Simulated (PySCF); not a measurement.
Gas-phase reaction: GaNH₂ + 2 H₂ = GaH₃ + NH₃

Computed with PySCF (xtb for GFN2) and rigid-rotor harmonic-oscillator thermochemistry at 1 bar. † marks an energy on the PBE0/def2-TZVP geometry and frequencies; other levels use their own. CCSD(T) freezes the core. All species are closed-shell singlets. B3LYP is the form with VWN-RPA correlation. Ga: all electrons, no relativistic terms. GaNH₂, GaH₃: computed as isolated molecules; such fragments, hydroxides, amides, oligomers or adducts are transient or little studied in the gas. CCSD(T) isn't extrapolated to the basis-set limit; its ΔH°(298 K) is -12.8 kJ in def2-SVP and -10.3 kJ in def2-TZVPP. The harmonic model lacks anharmonicity and excited electronic states, which grow with temperature; levels with a mode under 35 cm⁻¹ are left out.

ΔH° and ΔS° at 298 K: B3LYP/def2-TZVP† 12 kJ, -101 J/K; BLYP/def2-TZVP† 32 kJ, -101 J/K; CCSD(T)/def2-SVP† -13 kJ, -101 J/K; CCSD(T)/def2-TZVPP† -10 kJ, -101 J/K; GFN2-xTB 34 kJ, -102 J/K.

Problem. With the heat capacities included, give log10 K (1 bar) at 1000, 1400, 1600, 2000, 2500 K from B3LYP/def2-TZVP†, BLYP/def2-TZVP†, CCSD(T)/def2-SVP†, CCSD(T)/def2-TZVPP†, GFN2-xTB.

Solution. 
```tsv
T (K)	B3LYP/def2-TZVP†	BLYP/def2-TZVP†	CCSD(T)/def2-SVP†	CCSD(T)/def2-TZVPP†	GFN2-xTB
1000	-6.5	-7.5	-5.2	-5.3	-7.6
1400	-6.5	-7.2	-5.5	-5.6	-7.2
1600	-6.4	-7.1	-5.6	-5.7	-7.1
2000	-6.4	-6.9	-5.8	-5.8	-6.9
2500	-6.4	-6.8	-5.9	-5.9	-6.7
```
